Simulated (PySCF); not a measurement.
**EPR parameters of C4H3F3N3**

Species: C4H3F3N3 (doublet state).
Structure used (GFN2-xTB), in Å, numbered top down from 1:
```
atom  x, y, z in Å
C1     2.426    0.660   -0.107
N2     1.221    0.107   -0.010
C3     0.889   -1.211    0.225
N4    -0.409   -1.347    0.248
C5    -0.866   -0.093    0.026
C6    -2.317    0.242   -0.057
F7    -2.592    1.431    0.496
F8    -3.082   -0.662    0.557
F9    -2.741    0.307   -1.332
N10    0.083    0.807   -0.136
H11    2.489    1.713   -0.295
H12    3.293    0.039    0.002
H13    1.604   -1.992    0.364
```

The hyperfine couplings belong to this conformer and change with its torsions.

The species is `FC(F)(F)c1nn([CH2])cn1` [radical].

Computed, not measured: PySCF 2.14.0, UKS B3LYP, pcH-1 on C F H N, non-relativistic, mean-field spin-orbit, GIAO. Isolated species at its GFN2-xTB geometry (one conformer only). A GFN2-xTB geometry isn't a minimum of the functional, and hyperfine couplings can be far from their values at a DFT geometry. The SCF solution wasn't tested for stability.

| Property | Result |
| --- | --- |
| g1, g2, g3 | 2.00217, 2.00239, 2.00293 |
| g_iso | 2.00249 |
| Form of g | rhombic: the two nearest values differ by 29 % of g3 − g1 |
| ⟨S²⟩ | 0.7580 (exact 0.7500) |
| α and β electrons | 38, 37 |

Hyperfine couplings atom by atom, in MHz; T1 to T3 are the principal values of the dipolar part; ρ(0) is the spin density at the nucleus:

```tsv
atom	isotope	a_iso	T1	T2	T3	Mulliken spin population	ρ(0) (bohr⁻³)
C1	13C	73.5	-71.1	-69.0	140.1	0.86	0.0654
N2	14N	-9.7	-1.3	-0.1	1.4	-0.07	-0.0301
C3	13C	14.5	-14.9	-13.4	28.3	0.15	0.0129
N4	14N	0.1	-1.6	-1.4	3.0	0.02	0.0002
C5	13C	8.0	-10.0	-9.2	19.2	0.10	0.0071
C6	13C	-5.8	-0.5	0.1	0.3	0.00	-0.0052
F7	19F	5.1	-4.1	-3.9	8.0	0.00	0.0012
F8	19F	3.8	-4.5	-3.4	7.9	0.00	0.0009
F9	19F	21.0	-10.1	-9.6	19.8	0.00	0.0050
N10	14N	0.8	-1.6	-0.9	2.6	0.02	0.0024
H11	1H	-58.0	-33.0	-0.5	33.5	-0.04	-0.0130
H12	1H	-56.6	-32.7	-0.6	33.3	-0.04	-0.0127
H13	1H	-12.7	-5.4	-2.7	8.0	-0.01	-0.0028
```

Largest spin populations (Mulliken): C1 (+0.86), C3 (+0.15), C5 (+0.10) and N2 (-0.07). The angles at C1 add up to 360.0°, so it is planar; its axial dipolar tensor and the negative couplings of its protons fit spin in a p orbital normal to that plane.

Axes: g2 points within 6° of the C1–N2 bond and g3 points within 10° of the N4–C5 bond.

Under fast tumbling the dipolar parts average out, and these isotropic splittings remain: 1 × 1H (H11, I = 1/2, 2 lines) with 2.07 mT, 1 × 1H (H12, I = 1/2, 2 lines) with 2.02 mT, 1 × 1H (H13, I = 1/2, 2 lines) with 0.45 mT, 3 × 19F (F7/F8/F9, I = 1/2, 4 lines) with 0.35 mT and 1 × 14N (N2, I = 1, 3 lines) with 0.35 mT.

Class means assume fast exchange of nuclei equivalent by connectivity; if that motion is slow, each nucleus keeps its own coupling. H11 and H12 aren't averaged: C1 is flat or nearly so (angle sum 360°), and its turn about the short C1–N2 bond (1.33 Å) is taken as slow. The three 19F nuclei of mean +9.9 MHz run from 3.8 to 21.0 MHz in the frozen geometry.

The 13C coupling of C1 (73.5 MHz) shows only in satellite lines or after enrichment, since that isotope makes up about 1.07 % of natural carbon.

β density exceeds α density at some nuclei, such as N2 (-0.0301), H11 (-0.0130) and H12 (-0.0127), spin density in bohr⁻³. In a single determinant that takes different orbitals for the two spins, that is spin polarisation.
